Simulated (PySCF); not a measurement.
NMR parameters from quadrupole coupling constants

Species: C4H16N2OSi2.
Cartesian coordinates in Å at the GFN2-xTB level; atoms count from 1:
```xyz
25
C4H16N2OSi2 angstrom
C      3.169    1.022   -0.854
N      1.731    1.054   -0.897
Si     0.780    0.218    0.280
N      0.712    1.038    1.810
Si     1.413   -1.940    0.780
O     -0.670    0.367   -0.440
C     -1.914    0.068    0.130
C     -2.301   -1.375   -0.185
C     -2.943    1.049   -0.427
H      3.591    0.082   -1.235
H      3.489    1.135    0.181
H      3.585    1.847   -1.436
H      1.383    1.051   -1.844
H      1.532    1.059    2.395
H      0.261    1.941    1.838
H      1.257   -2.877   -0.345
H      2.832   -2.034    1.156
H      0.671   -2.562    1.887
H     -1.847    0.193    1.220
H     -2.324   -1.520   -1.263
H     -1.571   -2.059    0.242
H     -3.282   -1.599    0.224
H     -3.016    0.930   -1.505
H     -2.633    2.068   -0.212
H     -3.916    0.869    0.022
```

Computed at PBE0/pcSseg-1 (PySCF, non-relativistic):

| atom | environment | nucleus | spin I | Q (b) | CQ = χzz (MHz) | η |
| --- | --- | --- | --- | --- | --- | --- |
| N2 | silicon-bound nitrogen | 14N | 1 | 0.02044 | -4.748 | 0.419 |
| N4 | silicon-bound nitrogen | 14N | 1 | 0.02044 | -4.388 | 0.367 |
| O6 | silyl ether oxygen | 17O | 5/2 | -0.0256 | -9.668 | 0.433 |

Problem. Recover the principal values of the field gradient from CQ = 234.96 MHz × Q × Vzz, η = (Vxx − Vyy)/Vzz and a zero trace.

Solution. The tensor is traceless, so η fixes the two smaller values:

```
atom  Vxx (au)  Vyy (au)  Vzz (au)  Vzz (10²¹ V/m²)
  N2     0.287     0.702    -0.989            -9.61
  N4     0.289     0.625    -0.914            -8.88
  O6    -0.456    -1.151     1.607            15.62
```

Problem. Give the quadrupolar product PQ = |CQ|√(1 + η²/3), the quadrupolar frequency νQ = 3|CQ|/[2I(2I − 1)] and the Larmor frequency ν0 = |g| × 7.62259 MHz/T × B at 7.05 T, with g(14N) = 0.40376, g(17O) = −0.75752.

Solution. 
```json
{"atom": "N2", "PQ (MHz)": "4.885", "νQ (MHz)": "7.122", "ν0 (MHz)": "21.70", "νQ/ν0": "0.328"}
{"atom": "N4", "PQ (MHz)": "4.485", "νQ (MHz)": "6.582", "ν0 (MHz)": "21.70", "νQ/ν0": "0.303"}
{"atom": "O6", "PQ (MHz)": "9.965", "νQ (MHz)": "1.450", "ν0 (MHz)": "40.71", "νQ/ν0": "0.036"}
```

For N2: PQ = 4.748 × 1.0289, νQ = 4.748 × 1.5000, ν0 = 3.0777 MHz/T × 7.05 T.

For N2 and N4 νQ isn't small against ν0, so the high-field expansions of solid-state NMR fail there at this field.

Problem. Second-order quadrupolar shift of the central transition's centre of gravity (half-integer spins, νQ < ν0/10) at 7.05 and 14.1 T.

Solution. From −(3/40)(PQ/ν0)²[I(I + 1) − 3/4]/[I(2I − 1)]², which goes as 1/B² (ppm):

```csv
site,7.05 T,14.1 T
17O at O6,-360,-89.9
```

Problem. In the extreme-narrowing limit, with isotropic tumbling and one correlation time, the quadrupolar linewidth goes as PQ². What relative widths follow for the 14N sites?

Solution. N2 1, N4 0.84, with N2 as 1.

Problem. Take a correlation time of 5 ps, isotropic tumbling and extreme narrowing. What quadrupolar relaxation rates and linewidths follow?

Solution. 1/T1 = 1/T2 = (3π²/10)(2I + 3)/[I²(2I − 1)] × PQ² × τc; the width is 1/(πT2).

```
     site  spin factor (2I + 3)/[I²(2I − 1)]  1/T1 (s⁻¹)  T1 (ms)  linewidth (Hz)
14N at N2                              5.000        1770    0.566             562
14N at N4                              5.000        1490    0.672             474
17O at O6                              0.320         470     2.13             150
```

Solvent, lattice and vibrations would change these gradients. The structure is a single GFN2-xTB conformer in the gas phase; no vibrational or solvent corrections. GFN2-xTB bond lengths can be off by several hundredths of an ångström, more for odd bonds, and the gradients follow them. With so small a basis the couplings can be 20 % off.
